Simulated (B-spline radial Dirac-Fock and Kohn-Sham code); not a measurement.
Kohn-Sham estimates against Dirac-Fock for the levels of Mo

System: the Mo atom, configuration [Kr] 4d4 5s2 (an excited configuration).

The density-functional columns are spherical, spin-unpolarised Dirac-Kohn-Sham results without Breit or QED terms: −ε is minus the orbital energy of the initial state and ΔSCF the difference of two total energies. The reference in the last column comes from multi-electron Dirac-Fock with separately optimised hole states, Breit and Lamb-shift corrections added in first order. All numbers are from a radial finite-basis atomic code, in eV; a selection of levels is shown. For the 1s level of heavy atoms much of the gap between ΔSCF and the reference is the Breit and QED part, -54.4 eV here; for other levels the error of the functional can be larger.

```
level   LDA −ε  LDA ΔSCF  Dirac-Fock
    K  19787.7   20058.6     20010.9
   L1   2797.5    2842.8      2884.2
   L2   2575.6    2632.0      2638.3
   L3   2469.2    2523.2      2533.4
   M1    478.0     493.2       519.7
   M2    393.6     409.0       425.6
   M3    376.0     391.1       407.8
   M4    226.1     242.0       242.0
   M5    222.7     238.5       238.8
   N1    67.09     73.50       79.09
   N2    42.89     48.93       49.62
   N3    40.33     46.27       47.12
 N4,5     5.80     10.51        9.00
   O1     5.07      8.11        6.16
```

Values without a named source are computed, but for edge energies of neutral atoms, which are taken from tables.
